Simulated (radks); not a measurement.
Values are calculated unless marked as measured or tabulated.
Effect of the nuclear size on the lanthanum ion La26+, [Ar] 3d10 4s2 4p1. Code: a radial shooting solver on a logarithmic mesh with Libxc functionals. Model: Dirac Kohn-Sham, PBE, spin-unpolarised, spherical densities, finite nucleus; open shells are shared between the two j in proportion to 2j + 1; Fermi nuclear charge, rms radius 4.855 fm. The rms radius is varied about that value; shifts are against it.

| rms radius (fm) | total energy shift (eV) | density at nucleus (e/bohr^3) | 1s1/2 shift (meV) | 2s1/2 shift (meV) | 3p1/2 shift (meV) | 4s1/2 shift (meV) | 4p1/2 shift (meV) | 4p3/2 shift (meV) | 5s1/2 (empty) shift (meV) |
|---|---|---|---|---|---|---|---|---|---|
| 4.2433 | -2.22 | 3.619e+05 | -920 | -112 | 1.06 | -6.78 | 0.382 | 0.604 | -2.91 |
| 4.4617 | -1.45 | 3.583e+05 | -603 | -73.3 | 0.694 | -4.44 | 0.250 | 0.396 | -1.91 |
| 4.855 | 0 | 3.523e+05 | 0.000 | 0.000 | 0.000 | 0.000 | 0.000 | 0.000 | 0.000 |
| 5.2531 | 1.57 | 3.468e+05 | 652 | 79.2 | -0.750 | 4.80 | -0.270 | -0.428 | 2.06 |
| 5.9862 | 4.72 | 3.378e+05 | 1960 | 238 | -2.25 | 14.4 | -0.811 | -1.29 | 6.20 |

Slopes of the eigenvalues against <r^2> in GHz/fm^2, as finite differences over the two radii next to the reference (eigenvalue slopes, not the field-shift constants of lines): 1s1/2 39500, 2s1/2 4800, 3p1/2 -45.4, 4s1/2 291, 4p1/2 -16.4, 4p3/2 -25.9, 5s1/2 (empty) 125.
